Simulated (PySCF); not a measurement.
C6H18AlP.
Geometry (PBE0-D3(BJ)/def2-SVP, Å), atoms numbered from 1 in this order:
```xyz
26
C6H18AlP angstrom
C      1.8624    1.7480   -0.7782
Al     1.4239   -0.1157   -0.2407
C      1.9955   -0.6897    1.5770
C      1.4152   -1.5009   -1.6680
P     -1.0198    0.0946    0.1594
C     -1.8196   -1.4739    0.6488
C     -1.9973    0.6624   -1.2764
C     -1.4687    1.2601    1.4931
H      1.6214    2.4896    0.0037
H      1.3497    2.0635   -1.7039
H      2.9449    1.8489   -0.9750
H      1.5320   -1.6388    1.8993
H      3.0874   -0.8552    1.6046
H      1.7791    0.0657    2.3529
H      0.9775   -2.4593   -1.3380
H      0.8717   -1.1824   -2.5750
H      2.4471   -1.7276   -1.9915
H     -1.3464   -1.8433    1.5704
H     -2.9010   -1.3527    0.8152
H     -1.6513   -2.2204   -0.1413
H     -3.0699    0.7381   -1.0403
H     -1.8547   -0.0439   -2.1074
H     -1.6229    1.6453   -1.5980
H     -1.0877    2.2596    1.2366
H     -2.5573    1.3117    1.6481
H     -0.9802    0.9401    2.4251
```

The calculation used PySCF, PBE0-D3(BJ)/def2-SVP geometry optimisation, gas phase.

Problem. Which atoms are bound to Al2, and at what distances?

Solution. 4 atoms: C1 1.989 Å, C4 1.989 Å, C3 1.990 Å, P5 2.485 Å. The nearest atom not counted as bound is H17, at 2.59 Å (others tie with it).

Problem. List the angles at Al2.

Solution. 
| angle | degrees | distance of the outer atoms (Å) |
| --- | --- | --- |
| C1–Al2–C4 | 117.4 | 3.40 |
| C3–Al2–C4 | 117.1 | 3.39 |
| C1–Al2–C3 | 117.0 | 3.39 |
| C1–Al2–P5 | 100.4 | 3.45 |
| C4–Al2–P5 | 99.8 | 3.44 |
| C3–Al2–P5 | 99.2 | 3.42 |

Problem. What is the shape at Al2?

Solution. Distorted tetrahedral: angles from 99.2° to 117.4°; τ4 = (360° − α − β)/141° = 0.89 with α and β the two widest (0 for a square, 1 for a tetrahedron).

Problem. What are the other bond lengths?

Solution. P5–C6, P5–C7, P5–C8 1.827 Å; C1–H9 and 8 like bonds 1.104 Å; C6–H18 and 8 like bonds 1.100 Å.

Problem. Give some angles away from the centre.

Solution. Al2–P5–C6 113.6°, Al2–P5–C7 115.2°, C6–P5–C7 104.1°.

Point group: near C3v, missed by 0.12 Å at most; the miss may be what the optimiser left on a soft mode (C3 holds within 0.08 Å). Charge 0, singlet. No frequency check.
